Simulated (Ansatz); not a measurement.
Process, species as SMILES: O[Si](F)(F)F -> [O][Si](F)(F)F + H atom (the H-O bond at the site shown breaks; other sites are not compared here)
Structures are relaxed separately at B3LYP-D3(BJ)/def2-TZVP in Ansatz (a program for electronic structure), one conformer each, not searched for the lowest. Frequencies are from Ansatz.

Quantity: bond dissociation energy (0 K, with B3LYP-D3(BJ) harmonic zero-point energies), in kJ/mol. Cores are frozen in the correlated levels unless marked. Open shells are spin-unrestricted. No spin-orbit coupling. No relativistic terms. Basis-set limits of correlation are two-point, X^-3; Hartree-Fock from the larger set.

CCSD(T)/CBS(cc-pV(T+d)Z,cc-pV(Q+d)Z) (Ansatz) gives 530.0 kJ/mol.

### Question
Another calculation gave 506.5 kJ/mol. Which level was it?
A. B3LYP/def2-TZVPD (Ansatz)
B. SVWN5/def2-TZVPD (Ansatz)
C. BHLYP/def2-TZVPD (Ansatz)

### Answer
A, B3LYP/def2-TZVPD (Ansatz). The others give 583.3 (SVWN5), 492.4 (BHLYP) kJ/mol.
